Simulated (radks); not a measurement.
Isoelectronic series with 50 electrons, all held in the configuration [Kr] 4d10 5s2 5p2, which need not be the ground one along the series. Calculated with a radial shooting solver on a logarithmic mesh with Libxc functionals: Dirac Kohn-Sham, BLYP, spin-unpolarised, spherical densities, finite nucleus; open shells fill j = l - 1/2 first; Fermi nuclear charge, rms radius of each element as measured or else 0.836 A^(1/3) + 0.57 fm. Total energies (hartree) and orbital eigenvalues (eV):

| ion | E (hartree) | 5p1/2 | 5s1/2 | 4d5/2 | 4d3/2 |
|---|---|---|---|---|---|
| Sn | -6179.49159 | -3.7289 | -10.2352 | -24.8432 | -25.8858 |
| Sb+ | -6483.69231 | -12.2247 | -20.3171 | -40.8891 | -42.1365 |
| Te2+ | -6796.29522 | -22.7595 | -32.3810 | -59.7300 | -61.2063 |
| I3+ | -7117.32778 | -35.0024 | -46.1152 | -80.9639 | -82.6947 |
| Xe4+ | -7446.81501 | -48.7984 | -61.3780 | -104.3977 | -106.4100 |
| Cs5+ | -7784.7998 | -64.0579 | -78.0881 | -129.9153 | -132.2380 |
| Ba6+ | -8131.3225 | -80.7231 | -96.1936 | -157.4395 | -160.1028 |
| La7+ | -8486.4348 | -98.7549 | -115.6593 | -186.9148 | -189.9509 |
| Ce8+ | -8850.1855 | -118.1255 | -136.4605 | -218.3000 | -221.7429 |
| Pr9+ | -9222.6314 | -138.8149 | -158.5796 | -251.5634 | -255.4490 |
| Nd10+ | -9603.8282 | -160.8086 | -182.0039 | -286.6798 | -291.0458 |
| Pm11+ | -9993.8314 | -184.0961 | -206.7244 | -323.6290 | -328.5153 |
